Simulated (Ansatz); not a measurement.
One change: `[O]=[V]([OH])([OH])[Cl]` becomes `[NH2][V](=[O])([OH])[Cl]`.

Ansatz, PBE0-D4/def2-TZVP geometries, multiplicity 1. Each molecule was computed in one conformer, which needn't be the lowest.

Scalar relativity is left out up to krypton.

```json
{"property": "size of the dipole moment (ωB97M-V/def2-TZVPP) / D", "`[O]=[V]([OH])([OH])[Cl]`": "2.35"}
{"property": "LUMO energy (ωB97M-V/def2-TZVPP) / eV", "`[O]=[V]([OH])([OH])[Cl]`": "-0.81"}
{"property": "HOMO–LUMO gap (PBE0/def2-TZVPP) / eV", "`[O]=[V]([OH])([OH])[Cl]`": "6.08"}
{"property": "HOMO–LUMO gap (ωB97M-V/def2-TZVPP) / eV", "`[O]=[V]([OH])([OH])[Cl]`": "10.56"}
{"property": "zero-point energy (PBE0-D4/def2-TZVP) / kJ/mol", "`[O]=[V]([OH])([OH])[Cl]`": "85.5"}
{"property": "HOMO energy (ωB97M-V/def2-TZVPP) / eV", "`[O]=[V]([OH])([OH])[Cl]`": "-11.38"}
```

Task: What does the change do to each property? (Estimate.)

Result: Computed: 
| property | `[NH2][V](=[O])([OH])[Cl]` | shift |
| --- | --- | --- |
| size of the dipole moment (ωB97M-V/def2-TZVPP) / D | 4.15 | 1.80 |
| LUMO energy (ωB97M-V/def2-TZVPP) / eV | -0.60 | 0.21 |
| HOMO–LUMO gap (PBE0/def2-TZVPP) / eV | 5.60 | -0.48 |
| HOMO–LUMO gap (ωB97M-V/def2-TZVPP) / eV | 10.05 | -0.51 |
| zero-point energy (PBE0-D4/def2-TZVP) / kJ/mol | 116.1 | 30.6 |
| HOMO energy (ωB97M-V/def2-TZVPP) / eV | -10.65 | 0.73 |

With PBE0 the HOMO rises by 0.71 eV and the LUMO rises by 0.23 eV, so the gap narrows by about 0.48 eV. PBE moves the HOMO by 0.62 eV and ωB97M-V by 0.73 eV. The zero-point energy changes by 30.6 kJ/mol with +3 modes. Dipoles are sizes alone; their direction can turn.
